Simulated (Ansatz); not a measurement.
```xyz
13

C     1.4782   -0.0606    0.0528
C     0.0373   -0.0312   -0.4611
C    -0.7168   -1.2926   -0.0350
Al   -0.8896    1.5726    0.1506
Cl   -1.6766    3.0134   -1.1464
Cl   -1.1418    1.9124    2.2017
H     1.9866   -0.9726   -0.2808
H     2.0688    0.7885   -0.3026
H     1.5149   -0.0543    1.1463
H     0.0552    0.0145   -1.5566
H    -1.7260   -1.3411   -0.4540
H    -0.1833   -2.1903   -0.3684
H    -0.8069   -1.3586    1.0534
```

Total charge 0; spin multiplicity 1.

Q: List the CAM-B3LYP/def2-TZVPP orbital energies in eV (Ansatz). (Estimate.)

A: Computed: Occupied: -2764.19, -2764.16, -1527.61, -278.87, -278.87, -278.85, -258.98, -258.95, -197.99, -197.96, -197.92, -197.90, -197.89, -197.87, -115.58, -76.31, -76.18, -76.09, -24.54, -24.19, -23.81, -21.13, -18.06, -14.72, -14.33, -13.32, -13.15, -12.58, -12.05, -11.41, -11.40, -11.15, -11.04, -10.72, -10.46, -9.23. Lowest empty: 0.05, 0.44, 2.02, 2.33, 3.12, 3.24, 3.53, 3.74.
